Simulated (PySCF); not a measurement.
## Group charges in `C#CCC(=C)C(=C)CC#N`

Compound: C9H9N.
Atom-mapped SMILES: `[CH:1]#[C:2][CH2:3][C:4](=[CH2:5])[C:6](=[CH2:7])[CH2:8][C:9]#[N:10]` (hydrogens: H11 on C1; H12, H13 on C3; H14, H15 on C5; H16, H17 on C7; H18, H19 on C8)

Geometry (PBE0-D3(BJ)/def2-SVP, Å), atoms numbered from 1 in this order:
```
atom  x, y, z in Å
C1     1.9215    2.2763   -0.5885
C2     1.6077    1.4830    0.2709
C3     1.2275    0.5214    1.3017
C4     0.1886   -0.4854    0.8341
C5     0.5666   -1.7099    0.4434
C6    -1.2357   -0.0768    0.8092
C7    -2.2142   -0.9016    1.2055
C8    -1.5770    1.3253    0.3311
C9    -1.3887    2.3364    1.3676
N10   -1.2371    3.1225    2.2032
H11    2.2096    2.9844   -1.3431
H12    0.8640    1.0711    2.1864
H13    2.1287   -0.0263    1.6201
H14    1.6138   -2.0205    0.4919
H15   -0.1552   -2.4282    0.0478
H16   -3.2646   -0.6021    1.1562
H17   -1.9904   -1.8927    1.6063
H18   -0.9582    1.6088   -0.5349
H19   -2.6306    1.3591    0.0144
```

Atomic charges (e) from the PBE0/pcSseg-1 density (PySCF):

| atom | Mulliken | IAO | Hirshfeld | ESP-fitted |
| --- | --- | --- | --- | --- |
| C1 | -0.3707 | -0.2488 | -0.1171 | -0.5424 |
| C2 | +0.1651 | -0.0288 | -0.0365 | +0.2064 |
| C3 | -0.1006 | -0.2787 | -0.0514 | -0.4764 |
| C4 | -0.2733 | +0.0148 | +0.0132 | +0.1694 |
| C5 | -0.0517 | -0.3024 | -0.0918 | -0.5179 |
| C6 | -0.2847 | +0.0146 | +0.0147 | +0.2474 |
| C7 | -0.0477 | -0.3000 | -0.0889 | -0.5481 |
| C8 | -0.1336 | -0.2976 | -0.0420 | -0.5071 |
| C9 | +0.0774 | +0.1387 | +0.0847 | +0.4557 |
| N10 | -0.2585 | -0.2491 | -0.2254 | -0.4854 |
| H11 | +0.0671 | +0.2015 | +0.0955 | +0.3332 |
| H12 | +0.1877 | +0.1797 | +0.0540 | +0.2108 |
| H13 | +0.1629 | +0.1744 | +0.0628 | +0.2030 |
| H14 | +0.1173 | +0.1495 | +0.0509 | +0.2174 |
| H15 | +0.1233 | +0.1528 | +0.0475 | +0.1963 |
| H16 | +0.1179 | +0.1492 | +0.0516 | +0.2200 |
| H17 | +0.1279 | +0.1570 | +0.0506 | +0.2080 |
| H18 | +0.1993 | +0.1905 | +0.0578 | +0.2096 |
| H19 | +0.1752 | +0.1826 | +0.0699 | +0.2001 |

**Question.** Cut each of the bonds C1–C2, C2–C3, C3–C4, C5–C4, C6–C4, C7–C6, C8–C6 and C9–C8 in turn and sum the charges on the side of the atom named first.

**Answer.** In e; the other side holds the opposite charge:

```tsv
bond cut	piece	atoms	Mulliken	IAO	Hirshfeld	ESP-fitted
C1–C2	CH	2	-0.304	-0.047	-0.022	-0.209
C2–C3	C2H	3	-0.138	-0.076	-0.058	-0.003
C3–C4	C3H3	6	+0.112	-0.001	+0.007	-0.065
C5–C4	CH2	3	+0.189	0.000	+0.007	-0.104
C6–C4	C4H4N	9	-0.027	-0.014	-0.027	0.000
C7–C6	CH2	3	+0.198	+0.006	+0.013	-0.120
C8–C6	C2H2N	5	+0.060	-0.035	-0.055	-0.127
C9–C8	CN	2	-0.181	-0.110	-0.141	-0.030
```

Extremes among these pieces. Mulliken: lowest CH at C1, highest CH2 at C7; IAO: lowest CN at C9, highest CH2 at C7; Hirshfeld: lowest CN at C9, highest CH2 at C7; ESP-fitted: lowest CH at C1, highest C4H4N at C6.

**Question.** Do the schemes agree better on the pieces than on the single atoms at the cuts?

**Answer.** The spread between schemes averages 0.196 e for the pieces and 0.429 e for the atoms named first; it is smaller for the piece at 8 of the 8 cuts. On average they agree better on the pieces. The sign differs between schemes (beyond ±0.03 e) for C3H3 at C3, CH2 at C5, CH2 at C7 and C2H2N at C8.

One conformer (not necessarily the lowest) at the PBE0-D3(BJ)/def2-SVP geometry, without solvent, vibrations or thermal averaging.
